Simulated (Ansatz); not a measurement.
Born–Oppenheimer molecular dynamics of C₂H₃ClSi (7 atoms, charge 0, multiplicity 1). It starts at the highest image of a converged band, a first-order saddle point between two minima.

Computed with RKS PBE-D4/def2-SVP in Ansatz.

- ensemble: NVE (velocity Verlet)
- time step: 0.5 fs
- steps asked: 200
- starting velocities drawn for: 100 K
- seed: 3846

First frame:

```xyz
7
Properties=species:S:1:pos:R:3
C -0.185 0.182 -2.274
C -0.036 0.074 -1.008
Si 0.331 -0.173 0.799
Cl -1.121 -1.355 1.689
H -0.930 0.899 -1.576
H 0.343 1.163 1.469
H 1.659 -0.858 0.856
```

(1) How far do the bonds stretch over the last three quarters of this one trajectory? (Pairs bonded in most of those frames.)

Answers

(1) 
| bond | mean (Å) | spread (Å) | shortest | longest |
| --- | --- | --- | --- | --- |
| C1–C2 | 1.258 | 0.019 | 1.22 | 1.29 |
| C1–H5 | 1.152 | 0.027 | 1.10 | 1.21 |
| C2–Si3 | 1.845 | 0.041 | 1.78 | 1.94 |
| Si3–Cl4 | 2.080 | 0.021 | 2.04 | 2.11 |
| Si3–H6 | 1.503 | 0.018 | 1.47 | 1.53 |
| Si3–H7 | 1.501 | 0.014 | 1.48 | 1.53 |

Mean temperature of the second half: 1653 K. The conserved energy stayed within 0.26 meV per atom of its start (net change 0.051 meV per atom), so the integration is sound. The system heated up, since it started high on the potential surface and ran downhill. A run of 0.1 ps of so small a system gives no equilibrium averages. The orbitals stay closed-shell, which can raise the energy where a bond breaks towards radicals; this wasn't checked here.

Time of the run: 2.9 min on 1 thread of Intel(R) Xeon(R) 6975P-C (Granite Rapids), with other jobs on the host, peak memory 0.16 GiB.
